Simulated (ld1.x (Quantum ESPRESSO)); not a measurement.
Cu (Z = 29): TM pseudisation with PBE, scalar-relativistic reference atom.

```json
{
  "Element": "Cu",
  "Generator": "ld1.x (Quantum ESPRESSO) 7.5",
  "Type": "norm-conserving Troullier–Martins (Kleinman–Bylander form)",
  "Functional": "PBE",
  "Relativity": "scalar-relativistic",
  "Frozen core": "[Ne] 3s2",
  "Valence charge": "17",
  "Reference configuration": "3p6 3d9 4s2 4p0",
  "Partial waves": "4s (bound): rc 1.60 bohr; 3p (bound): rc 0.75 bohr; 3d (bound): rc 1.50 bohr",
  "Local potential": "all-electron potential smoothed inside 0.55 bohr (lloc = -1)",
  "Core correction": "none"
}
```

- Cutoffs needed: 200 Ry and over 300 Ry (the cutoffs (Ry, on a coarse ladder) from which the occupation-weighted sum of valence levels, in a spherical-Bessel basis at the reference potential, stays within 10 and 1 mRy of its value at 400 Ry)
- Ghost test: ghost state, extra bound levels that the all-electron valence spectrum of the same l lacks: s at -514.7 eV; a true bound ghost makes a file unfit for plane-wave use (spherical-Bessel basis up to 400 Ry, 20 bohr box)
- Largest excitation error: +240 meV (all-electron minus pseudo) for 3p6 3d7 4s0 4p0, out of 7 test configurations
